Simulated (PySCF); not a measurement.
## One molecule, many functionals

Compound: CH₈AlAs.
Atom-mapped SMILES: `[CH3:1][AlH2-:2][AsH3+:3]` (hydrogens: H4, H5, H6 on C1; H7, H8 on Al2; H9, H10, H11 on As3)

Structure used (PBE0-D3(BJ)/def2-SVP), in Å, numbered top down from 1:
```xyz
11
CH8AlAs angstrom
C     -1.8231    0.3282    0.1784
Al    -0.4866   -0.9857   -0.4395
As     1.7541    0.3121    0.0918
H     -2.8370   -0.0961    0.0712
H     -1.8085    1.2634   -0.4050
H     -1.7044    0.5887    1.2434
H     -0.1866   -1.1340   -2.0092
H     -0.1264   -2.2399    0.4956
H      2.0486    0.7730    1.5016
H      3.0607   -0.4083   -0.1442
H      2.1147    1.6013   -0.6100
```

Linear-response calculations in the def2-SVPD basis (PySCF; singlets by full response, triplets Tamm–Dancoff, core orbitals frozen in the response; HF means time-dependent Hartree–Fock). 'Strongest' is the level of largest summed f among the singlets computed (10 roots, of which the last may lack a degenerate partner); it can jump between rows when another state enters that window. S1 is the lowest singlet of each run and needn't be the same state throughout; f(S1) is that of one state. Isolated species at its PBE0-D3(BJ)/def2-SVP geometry, gas phase. Relativistic effects, spin–orbit coupling among them, are left out although an element past zinc is present.

```csv
functional,kind,S1 (eV),f(S1),strongest (eV),T1 (eV),HOMO (eV),gap (eV),"ionisation energy, ΔSCF (eV)"
LDA,LDA,5.12,0.005,6.48,4.98,-6.38,5.07,9.36
PBE,GGA,5.19,0.007,6.58,5.03,-6.30,5.13,9.39
B3LYP,"global hybrid, 20% exact exchange",5.88,0.011,7.01,5.67,-7.33,6.69,9.55
PBE0,"global hybrid, 25% exact exchange",6.09,0.028,7.18,5.73,-7.53,7.16,9.53
BHandHLYP,"global hybrid, 50% exact exchange",6.76,0.003,7.49,6.26,-8.70,8.99,9.63
CAM-B3LYP,range-separated hybrid,6.52,0.002,7.28,6.08,-8.91,9.31,9.72
wB97X-D,range-separated hybrid,6.55,0.002,7.42,6.22,-9.41,10.69,9.66
LC-wPBE,range-separated hybrid,6.94,0.003,7.98,6.29,-10.27,11.77,9.84
HF,Hartree–Fock,7.57,0.011,8.33,6.44,-10.57,12.40,not settled
```

S1 runs from 5.12 eV (LDA) to 7.57 eV (HF), a spread of 2.45 eV, while the orbital gap spreads over 7.3 eV. Along PBE (0%), B3LYP (20%), PBE0 (25%), BHandHLYP (50%), HF (100%) S1 rises with the share of exact exchange. −ε(HOMO) comes closest to its own ΔSCF ionisation energy with wB97X-D (-0.25 eV) and misses most with PBE (-3.10 eV). 'Not settled' means that the ion's SCF failed to converge or may have ended in another state than the lowest.

Without π bonds the low states are Rydberg-like; a valence basis with one diffuse set may place them up to an eV too high.
